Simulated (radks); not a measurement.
Question: These are the eigenvalues of the occupied orbitals of an atom or ion with whole-number occupations (eV). Method: Dirac Kohn-Sham, PBE, spin-unpolarised, spherical densities, point nucleus; computed with a radial shooting solver on a logarithmic mesh with Libxc functionals.

| orbital | eigenvalue |
|---|---|
| 1s1/2 | -50110.94 |
| 2s1/2 | -8320.551 |
| 2p1/2 | -7902.776 |
| 2p3/2 | -7207.048 |
| 3s1/2 | -1893.776 |
| 3p1/2 | -1712.937 |
| 3p3/2 | -1570.259 |
| 3d3/2 | -1258.258 |
| 3d5/2 | -1227.197 |
| 4s1/2 | -429.7604 |
| 4p1/2 | -359.2033 |
| 4p3/2 | -327.0303 |
| 4d3/2 | -210.6451 |
| 4d5/2 | -204.7565 |
| 5s1/2 | -99.2892 |
| 5p1/2 | -78.1416 |
| 5p3/2 | -72.7335 |
| 4f5/2 | -66.3831 |
| 6p1/2 | -29.1011 |

Which element is it, and in what charge state? The configuration may be excited. Open shells, if any, fill j = l - 1/2 first.

Answer: Z = 64, gadolinium, charge +4: Gd4+ in [Xe] 4f5 6p1. The list shows which subshells hold electrons but not how many an open one holds; the 1s level, -1841.5 hartree, gives Z - s = 60.7 by -(Z - s)^2/2, which with screening and relativity narrows Z to a few neighbours, and the depths of the outer levels then fix element, charge and occupations together.
